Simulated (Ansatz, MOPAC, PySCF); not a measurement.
Complex: HF (SMILES F) (first 2 atoms) with C2H4 (SMILES C=C); geometry from B3LYP-D3(BJ)/def2-TZVP.
(charge 0, multiplicity 1):
```xyz
8

F     -0.23389     0.85647     0.58511
H     -0.16840     0.55536     1.46868
C     -0.54357     0.24784     3.64206
C      0.49854    -0.50612     3.30930
H     -0.42092     1.26748     3.98679
H     -1.55788    -0.12922     3.59111
H      0.37646    -1.52877     2.97338
H      1.51346    -0.13203     3.36911
```

Monomers are frozen at their geometry in the pair; levels with a basis set take the counterpoise correction. Rows marked so take none.

Rows in 6-31G* carry no dispersion term and start afresh at each structure (6-31G* with six Cartesian d functions). The state that PM3 reach isn't checked.

Run with Ansatz (a first-principles code); MOPAC for PM3 (differences of heats of formation); PySCF for 6-31G* rows. Each number belongs to the level named beside it.

### Question
One of these levels gives -1.56 kcal/mol for the interaction energy. Which one is it?
A) PM3
B) HF/6-31G* (no counterpoise)
C) r2SCAN/def2-TZVPPD
D) HF/aug-cc-pVDZ

### Answer
A, PM3. The others give -3.79 (HF/6-31G* (no counterpoise)), -2.79 (HF/aug-cc-pVDZ), -5.44 (r2SCAN/def2-TZVPPD)
